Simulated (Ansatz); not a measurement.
The cluster Ga4F4, relaxed as a singlet with RKS r2SCAN-D4/def2-SVP in Ansatz, starting from the GFN2-xTB geometry. Force threshold 0.02 eV/Å.

The structure comes from a short search, and lower isomers may exist.

Start:

```xyz
8

Ga    2.098    0.814    0.499
Ga   -0.753    1.026   -1.911
Ga   -1.446    0.435    1.744
Ga    0.101   -2.275   -0.330
F     1.111   -0.381   -1.331
F    -0.092    1.744    0.257
F    -1.618   -0.603   -0.396
F     0.600   -0.760    1.468
```

(1) Estimate the energy that the relaxation releases and the steps that it takes.

(2) Does the start keep its bonding and symmetry?

(3) Predict the relaxed structure.

Results:

(1) 34.3 kcal/mol, in 5 steps; 24 s on 4 threads of Arm Neoverse V1 on a shared host. No frequencies were taken in this run, so the end may be a saddle point.

(2) By distances, no bond broke or formed. Point group Cs at the start, Td at the end, both within 0.05 Å.

(3) 
```csv
atom,x (Å),y (Å),z (Å)
Ga1,1.892,0.725,0.459
Ga2,-0.691,0.918,-1.731
Ga3,-1.299,0.411,1.569
Ga4,0.098,-2.054,-0.297
F5,0.997,-0.317,-1.204
F6,-0.075,1.577,0.228
F7,-1.453,-0.556,-0.353
F8,0.531,-0.705,1.329
```
Bond lengths (bridged metal pairs left out): .
